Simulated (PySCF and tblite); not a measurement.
Results of a calculation; reference values are marked as such.
System: C5H11NO2Si, numbered as in [CH2:1]=[CH:2][CH2:3][NH:4][SiH2:5][O:6][C:7]([CH3:8])=[O:9].

Motion: shift of Si5 from O6 to O9. GFN2-xTB gives an electronic barrier of 12.8 kcal/mol and a reaction energy of 0.4 kcal/mol.

DFT energies on a tight-binding saddle of a bond shift can be off by several kcal/mol.

Problem. What does PBE0/pcSseg-1 + D3(BJ) give on GFN2-xTB geometries?

Solution. A barrier of 7.5 kcal/mol, 5.3 below the tight-binding barrier (from unrounded values), a reaction energy of -1.3 kcal/mol and, with GFN2-xTB thermal terms, ΔG‡(298 K) = 8.4 kcal/mol and k = 4×10⁶ s⁻¹ (1 equivalent path).

Programs: tblite and PySCF.
